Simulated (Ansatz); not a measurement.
Molecule: C₃H₇Si (charge -1, singlet). It need not be the lowest isomer of its formula. Whether it binds its extra electron was not tested at this geometry. 
Geometry from a B3LYP-D3(BJ)/def2-TZVP (Ansatz, a quantum-chemistry and plane-wave program) optimisation:
SMILES: [SiH3]C[C-]=C
```xyz
11

C     -2.1944     0.2875     0.2947
C     -1.1769    -0.0254    -0.5206
C     -0.0649    -0.8204     0.1233
Si     1.4415     0.2588    -0.0781
H     -3.0457     0.8919    -0.0275
H     -2.2564    -0.0453     1.3538
H     -0.2145    -1.1119     1.1928
H      0.1499    -1.7417    -0.4371
H      1.8741     0.4126    -1.4940
H      1.2739     1.6224     0.4920
H      2.6550    -0.3011     0.6292
```
Charge -1, spin multiplicity 1.

Total electronic energies in hartree. Valence correlation only, unless marked. No spin-orbit coupling. No relativistic terms. CBS(X,Y): correlation extrapolated as X^-3; Hartree-Fock from the larger set.

```tsv
level	program	energy (Eh)
HF/STO-3G	Ansatz	-401.60262
BLYP-D4/def2-TZVPD	Ansatz + dftd4	-407.95357
r2SCANh/def2-TZVPD	Ansatz	-407.88779
wB97X-V/def2-TZVPD	Ansatz	-407.91620
MP2/cc-pV(T+d)Z	Ansatz	-407.20520
RI-MP2/cc-pV(Q+d)Z	Ansatz	-407.26130
CCSD/aug-cc-pV(Q+d)Z	Ansatz	-407.30625
CCSD(T)/cc-pV(T+d)Z	Ansatz	-407.28285
CCSD(T)/CBS(aug-cc-pV(T+d)Z,aug-cc-pV(Q+d)Z)	Ansatz	-407.3628
```

Totals of different functionals don't rank their quality; only differences between species are comparable.
